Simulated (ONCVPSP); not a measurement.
# What one change does to a pseudopotential (iodine (I), ONCV)

- Element: I (Z = 53)
- Generator: ONCVPSP 4.0.1
- Type: optimised norm-conserving Vanderbilt (ONCV)
- Functional: PBE
- Relativity: scalar-relativistic
- Frozen core: [Kr]
- Valence charge: 17
- Reference configuration: 4d10 5s2 5p5
- Partial waves: 5s: rc 1.40 bohr, ncon 3, nbas 7, qcut 4 1/bohr, 2 projectors, debl 0.8 Ha; 5p: rc 2.20 bohr, ncon 4, nbas 9, qcut 4 1/bohr, 1 projector; 4d: rc 1.45 bohr, ncon 5, nbas 9, qcut 8.5 1/bohr, 3 projectors, debl 3.5 Ha
- Local potential: polynomial inside 1.10 bohr (lpopt 5, dvloc0 6 Ha)
- Core correction: Teter function, fcfact 3.75, rcfact 1

All-electron outer shells of the reference configuration (PBE, scalar-relativistic, ld1.x):

| shell | level (eV) | outermost node (bohr) | outermost maximum (bohr) |
| --- | --- | --- | --- |
| 4s | -180.60 | 0.37 | 0.68 |
| 4p | -127.57 | 0.37 | 0.72 |
| 4d | -50.28 | 0.35 | 0.78 |
| 5s | -17.41 | 0.88 | 1.70 |
| 5p | -7.09 | 0.96 | 2.02 |

Change: s: qcut 3.7; p: qcut 3.7; d: qcut 7.9.

Cutoffs: the cutoffs (Ha) at which the residual kinetic energy of the hardest occupied pseudo-wave falls to 1 and 0.1 mHa per electron; they do not see the model core or the augmentation charge, which bear on the density cutoff. Errors are all-electron minus pseudo energies relative to the spin-unpolarised reference configuration.

Q: How do hardness, ghosts and transferability respond?

A: The potential gets harder (67 Ha and 133 Ha → 117 Ha and 141 Ha); both files keep a bound ghost (s); the lowest positive-energy flag moves from p at 9.3 eV to none; the errors of the 4 common tests hardly move.

| quantity | base | changed |
| --- | --- | --- |
| cutoff, loose | 67 Ha | 117 Ha |
| cutoff, tight | 133 Ha | 141 Ha |
| loose cutoff by channel | s 67 Ha, p 6.8 Ha, d 57 Ha | s 62 Ha, p 6.7 Ha, d 117 Ha |
| bound ghosts | s | s |
| GHOST(+) flags under 300 eV | p at 9.3 eV | none |
| error for 4d10 5s2 5p4, meV [ΔE 11.13 eV] | +8.9 | +9.8 |
| error for 4d10 5s2 5p3, meV [ΔE 30.98 eV] | +50 | +54 |
| error for 4d10 5s2 5p2, meV [ΔE 60.31 eV] | +127 | +136 |
| error for 4d10 5s2 5p4.5, meV [ΔE 4.53 eV] | +1.3 | +1.5 |
| s: phases at 1.42 bohr within 0.05 rad from the reference energy up to (Ha; the scan ends near 5) | to the end of the scan | to the end of the scan |
| p: phases at 2.24 bohr within 0.05 rad from the reference energy up to (Ha; the scan ends near 5) | 0.2 | 0.1 |
| d: phases at 1.47 bohr within 0.05 rad from the reference energy up to (Ha; the scan ends near 5) | to the end of the scan | to the end of the scan |
| rms error of d²Exc/dni dnj with the model core, mHa | 4.10 | 4.11 |

 A true bound ghost makes a file unfit for plane-wave use even where its test errors are small: the radial tests pick states by their node count and pass the ghost by.
